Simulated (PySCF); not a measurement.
Question: Give a PBE0-D3(BJ)/def2-SVP geometry of `PBN1C=CC=C1`.

Answer: 
```xyz
14
C4H7BNP angstrom
P      3.8166    1.2850    0.6588
B      2.4077    0.1072    1.1680
N      1.0570    0.2398    0.7257
C      0.0002   -0.5471    1.1767
C     -1.1470   -0.1540    0.5520
C     -0.8008    0.9276   -0.3270
C      0.5408    1.1415   -0.1981
H      3.5824    1.3865   -0.7421
H      4.8481    0.3095    0.5845
H      2.6266   -0.7293    2.0097
H      0.1798   -1.3250    1.9151
H     -2.1360   -0.5841    0.6973
H     -1.4766    1.4808   -0.9767
H      1.1858    1.8693   -0.6844
```

Any rigid rotation of these coordinates is as good. Atoms count from 1 in this order. The 5-membered ring N3–C4–C5–C6–C7 has internal angles of 107.1° to 109.1°; it is planar, 0.00 Å rms from its mean plane, widest ring torsion 0°. N3 (pyrrole-type nitrogen) is planar (angles 128.1°, 124.4° and 107.5°, sum 360.0°, 0.00 Å off the plane of its three neighbours). Of the pairs four or more bonds apart, P1···H14 is among the closest relative to their van der Waals radii: 3.01 Å, 100 % of the sum of Bondi's values. The C–C distances run from 1.364 Å (C4–C5, aromatic) to 1.436 Å (C5–C6, aromatic), a spread of 0.072 Å.

Bonds between heavy atoms (Å): P1–B2 1.906, B2–N3 1.427, N3–C4 1.393, C4–C5 1.364, C5–C6 1.436, C6–C7 1.365, N3–C7 1.390.

Level of theory: PBE0-D3(BJ)/def2-SVP geometry optimisation, gas phase (PySCF).

Stationary, but not proved a minimum. One conformer, not necessarily the lowest (H–P1–B2–N3 -46° and -144°, P1–B2–N3–C4 -174°).
